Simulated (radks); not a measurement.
The numbers below are computed, except where a source is named.
Isoelectronic series with 4 electrons, all held in the configuration [He] 2s2, which need not be the ground one along the series. Level of theory: scalar-relativistic Kohn-Sham, PBE, spin-polarised, spherical densities, finite nucleus; Fermi nuclear charge, rms radius of each element as measured or else 0.836 A^(1/3) + 0.57 fm (a radial shooting solver on a logarithmic mesh with Libxc functionals). Total energies (hartree) and mean radii <r> (bohr) (* marks an orbital that is empty in some or all of the ions):

ion    E (hartree)     3d*     3s*      2p*       2s       1s
Tc39+  -2304.47885  0.2602  0.3221   0.1198   0.1399  0.03411
Ru40+  -2417.67398  0.2538  0.3140   0.1168   0.1364  0.03327
Rh41+  -2533.82535  0.2477  0.3063   0.1140   0.1330  0.03247
Pd42+  -2652.95470  0.2418  0.2989   0.1113   0.1298  0.03170
Ag43+  -2775.08898  0.2363  0.2918   0.1087   0.1267  0.03096
Cd44+  -2900.25089  0.2310  0.2851   0.1063   0.1238  0.03025
In45+  -3028.47256  0.2259  0.2786   0.1039   0.1209  0.02957
Sn46+  -3159.77752  0.2210  0.2723   0.1016   0.1182  0.02892
Sb47+  -3294.19678  0.2163  0.2664  0.09946   0.1156  0.02829
Te48+  -3431.75713  0.2118  0.2606  0.09737   0.1131  0.02768
I49+   -3572.49658  0.2075  0.2551  0.09536   0.1107  0.02710
Xe50+  -3716.44060  0.2034  0.2498  0.09342   0.1083  0.02654
Cs51+   -3863.6267  0.1994  0.2446  0.09155   0.1061  0.02599
Ba52+   -4014.0859  0.1955  0.2397  0.08975   0.1039  0.02547
La53+   -4167.8576  0.1919  0.2349  0.08802   0.1018  0.02496
Ce54+   -4324.9765  0.1883  0.2303  0.08634  0.09977  0.02447
Pr55+   -4485.4825  0.1848  0.2258  0.08473  0.09780  0.02399
Nd56+   -4649.4135  0.1815  0.2215  0.08316  0.09590  0.02353
Pm57+   -4816.8053  0.1783  0.2174  0.08165  0.09405  0.02308
Sm58+   -4987.6890  0.1752  0.2133  0.08019  0.09226  0.02265
Eu59+   -5162.1448  0.1722  0.2094  0.07877  0.09053  0.02223
